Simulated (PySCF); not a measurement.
# Working out the ionisation energy of Si¹⁰⁺

Si¹⁰⁺ [He] 2s2 (1S) → Si¹¹⁺ [He] 2s1 (2S). Calculation: PySCF 2.14, in an uncontracted even-tempered set (19 s from 1.3 bohr⁻², ratio 2.2; 9 p from 2.1 bohr⁻², ratio 2.4; 6 d from 6.4 bohr⁻², ratio 2.4; 5 f from 9.6 bohr⁻², ratio 2.4; 5 g from 14 bohr⁻², ratio 2.4); the spin-free X2C one-electron Hamiltonian (Gaussian nucleus). Frozen: nothing; the 12 highest virtual orbitals dropped. Energies in hartree (1 hartree = 27.21139 eV):

| part | Si¹⁰⁺ (lower) | Si¹¹⁺ (upper) |
| --- | --- | --- |
| UHF | -224.390714 | -207.058279 |
| MP2 opposite-spin | -0.150459 | -0.049040 |
| MP2 same-spin | -0.003459 | -0.001789 |

Task: What does Hartree-Fock give?

Result: (-207.058279) − (-224.390714) = 17.332435 hartree = 471.640 eV.

Task: What do MP2 and SCS-MP2 (6/5 opposite-spin, 1/3 same-spin) give?

Result: The opposite-spin parts differ by 2.760 eV and the same-spin parts by 0.045 eV. MP2: 471.640 + (2.760) + (0.045) = 474.445 eV. SCS-MP2: 471.640 + 1.2 × (2.760) + (0.045)/3 = 474.967 eV.

A first-order spin-orbit estimate adds 0.000 eV to MP2 (all electrons), giving 474.445 eV against 476.27 eV (semi-empirical (NIST evaluation); NIST Atomic Spectra Database, ionization energies).

What remains against the reference includes basis incompleteness and correlation beyond second order.
